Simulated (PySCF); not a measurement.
## Tc: ionisation energy

Tc [Kr] 4d5 5s2 [4d3/2^4 4d5/2^1, M_J = 5/2] → Tc+ [Kr] 4d5 5s1 [4d3/2^4 4d5/2^1 5s1/2^1, M_J = 3], as a difference of total energies. All numbers are calculated (PySCF 2.14, the two-component X2C-1e Hamiltonian, in x2c-TZVPall-2c with one added diffuse shell each of s, p, d type (9s10p8d1f, 86 functions)). Correlated levels: [Ar] 3d10 frozen; the 6 highest virtual spinors dropped. "Screened" scales the spin-orbit matrix elements by Boettger's factors to mimic the two-electron term; Breit and QED terms are absent.

| method | ionisation energy (eV) | error (eV) |
| --- | --- | --- |
| GMP2 (spin-free) | 6.641 | -0.478 |
| GHF (screened spin-orbit) | 5.543 | -1.576 |
| GMP2 (screened spin-orbit) | 6.643 | -0.476 |

Reference: 7.119 eV (measured; NIST Atomic Spectra Database, ionization energies).

Errors of the correlated levels include the incompleteness of this basis and the frozen core.

The labels give the starting determinants; with spin-orbit coupling the two ends relaxed to ⟨J²⟩ = 8.79, ⟨L²⟩ = 0.02, ⟨S²⟩ = 8.78 and ⟨J²⟩ = 12.00, ⟨L²⟩ = 0.02, ⟨S²⟩ = 11.99.

MP2 underrates the near-degeneracy of ns² with np² in the lower species.
